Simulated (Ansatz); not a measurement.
Process, species as SMILES: CCCCl [1-chloropropane] → [CH2]CC + Cl atom (the C-Cl bond at the site shown breaks; other sites are not compared here)
Each molecule is optimised on its own at B3LYP-D3(BJ)/def2-TZVP (Ansatz, a program for electronic structure), one conformer each, not searched for the lowest.

Quantity: bond dissociation energy (electronic energy difference), in kcal/mol. Valence correlation only, unless marked. UHF or UKS for open shells. Spin-orbit coupling is left out. No relativistic terms. Basis-set limits of correlation are two-point, X^-3; Hartree-Fock from the larger set. [CCSD(T)-MP2]/basis is that difference in the basis named.

```
level                                                                 program  bond dissociation energy (kcal/mol)
-------------------------------------------------------------  --------------  -----------------------------------
B3LYP-D3(BJ)/def2-TZVPD                                        Ansatz + dftd3                                  [?]
HSE06-D4/def2-TZVPD                                            Ansatz + dftd4                                 88.1
PBE-QIDH/def2-TZVPD                                                    Ansatz                                 88.5
RPA@PBE/cc-pV(T+d)Z                                                    Ansatz                                 79.4
RI-MP2/CBS(cc-pV(T+d)Z,cc-pV(Q+d)Z)+[CCSD(T)-MP2]/cc-pV(T+d)Z          Ansatz                                  [?]
```

Some entries are withheld; supply them.


- B3LYP-D3(BJ)/def2-TZVPD, bond dissociation energy (kcal/mol): 84.8
- RI-MP2/CBS(cc-pV(T+d)Z,cc-pV(Q+d)Z)+[CCSD(T)-MP2]/cc-pV(T+d)Z, bond dissociation energy (kcal/mol): 89.6
